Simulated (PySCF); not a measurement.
# Gallium: a sound run and one with changed settings

Sound run: Ga [Ar] 3d10 4s2 4p1, Ga+ [Ar] 3d10 4s2. Calculation: PySCF 2.14, in aug-cc-pVDZ-PP with ECP10MDF (5s4p3d, 32 functions); a scalar-relativistic core potential. The sound run starts from symmetry-adapted Hartree-Fock orbitals and uses a fine grid where one is needed.

Changed run: 26 angular points. This setting is unsound on purpose.

```tsv
species	method	sound run (hartree)	changed run (hartree)	converged
Ga	UHF	-258.29123	-258.29123	yes
Ga	BP86	-259.57604	-259.57602	yes
Ga	TPSS	-259.37083	-259.37088	yes
Ga+	UHF	-258.08833	-258.08833	yes
Ga+	BP86	-259.35433	-259.35433	yes
Ga+	TPSS	-259.15334	-259.15334	yes
```

Ionisation energy of Ga:

```csv
method,sound run (eV),changed run (eV)
UHF,5.521,5.521
BP86,6.033,6.032
TPSS,5.918,5.920
```

A coarse angular grid integrates products of high-l functions wrongly, so density functionals can shift, and the SCF can exploit the error; Hartree-Fock and MP2 need no grid.

For comparison, NIST gives 5.999 eV between the lowest levels.
